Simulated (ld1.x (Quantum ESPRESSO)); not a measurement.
## Transferability test, ultrasoft potential for O (Z = 8)

- Element: oxygen (O)
- Generator: ld1.x (Quantum ESPRESSO) 7.5
- Type: ultrasoft
- Functional: PBE
- Relativity: scalar-relativistic
- Frozen core: [He]
- Valence charge: 6
- Reference configuration: 2s2 2p3 (charge +1)
- Partial waves: 2s (bound): rcut 0.90, rcutus 1.05 bohr; 2s channel at -0.4 Ry: rcut 0.90, rcutus 1.05 bohr; 2p (bound): rcut 0.90, rcutus 0.95 bohr; 2p channel at 0.25 Ry: rcut 0.90, rcutus 0.95 bohr; 3d channel at 0.4 Ry: rcut 0.65, rcutus 0.75 bohr
- Local potential: all-electron potential smoothed inside 0.65 bohr (lloc = -1)
- Core correction: none
- Augmentation charge: PSQ, radius 0.50 bohr

Energies are relative to the spin-unpolarised reference configuration 2s2 2p3; without spin polarisation the order of configurations can differ from experiment.

```
valence configuration  charge  ΔE all-electron (eV)  error AE − PS (meV)
              2s2 2p4       0               -16.431                 +7.7
              2s2 2p2      +2                33.586                  +23
              2s2 2p1      +3                87.455                 +186
            2s2 2p4.3    -0.3               -18.553                  +10
              2s0 2p6       0                13.506                 +345
            2s2 2p3.5    +0.5               -10.145                 +2.9
```

**Question.** What are ΔE and the potential's error for 2s1 2p4?

**Answer.** ΔE = 15.229 eV all-electron; the error (AE − PS) is +85 meV.

Levels in the configuration 2s0 2p6:

```json
{"level": "2p", "all-electron (eV)": "-9.845", "pseudo (eV)": "-9.853"}
```
